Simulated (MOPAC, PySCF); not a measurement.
H₃Ga, SMILES `[GaH3]`, neutral singlet in the gas phase. 

Cartesian coordinates (Å):
```xyz
4

Ga    -0.0001     0.0000     0.0007
H      1.5432    -0.2849     0.0099
H     -1.0185    -1.1939    -0.0259
H     -0.5246     1.4788     0.0153
```
Charge 0, spin multiplicity 1.

All levels are single points at this geometry (B3LYP-D3(BJ)/def2-TZVP); Pople sets use spherical d functions. Orbital energies aren't observables, and empty levels follow the basis.

```tsv
level	HOMO (eV)	LUMO (eV)	gap (eV)	dipole (D)	vertical IE, Delta-SCF (eV)
B3LYP-D3(BJ)/def2-TZVP in PySCF	-8.41	-2.12	6.29	0.00	–
B3LYP/3-21G in PySCF	-8.29	-2.03	6.27	0.00	–
B3LYP/6-31G* in PySCF	-8.41	-2.12	6.30	0.00	11.28
B3LYP/LANL2DZ in PySCF	-8.51	-2.03	6.49	0.00	–
BP86/6-31G* in PySCF	-7.49	-2.74	4.75	0.00	–
M06-2X/6-31G* in PySCF	-9.72	-1.36	8.36	0.00	–
PBE/6-31G* in PySCF	-7.37	-2.65	4.73	0.00	–
HF/3-21G in PySCF	-11.50	0.84	12.35	0.00	–
HF/STO-3G in PySCF	-6.89	4.58	11.48	0.02	–
AM1 in MOPAC	-10.18	-1.15	9.03	0.00	–
PM3 in MOPAC	-11.85	-3.80	8.05	0.00	–
PM6 in MOPAC	-12.29	-0.85	11.44	0.00	–
PM7 in MOPAC	-10.71	1.25	11.95	0.00	–
```
